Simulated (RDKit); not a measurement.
Input for RDKit: UFF on H2Se (SMILES [SeH2]).

```python
from rdkit import Chem
from rdkit.Chem import AllChem, rdDetermineBonds

blocks = [
'''3

Se    0.85551463    0.68955802    3.20346066
H     0.41521730   -0.71003064    3.18420468
H     0.20916268    0.92500782    4.50532222
''',
]
mol = None
for b in blocks:
    f = Chem.MolFromXYZBlock(b)
    rdDetermineBonds.DetermineBonds(f, charge=0)
    mol = f if mol is None else Chem.CombineMols(mol, f)
Chem.SanitizeMol(mol)
print(Chem.MolToSmiles(Chem.RemoveHs(mol)))
ff = AllChem.UFFGetMoleculeForceField(mol, vdwThresh=100.0, ignoreInterfragInteractions=False)
e = ff.CalcEnergy()
print(f'UFF energy {e:.6f} kcal/mol')
```

Program output:

```
[SeH2]
UFF energy 1.610235 kcal/mol
```

The run finished.

Cost: about 0.03 core-seconds (a rough figure).
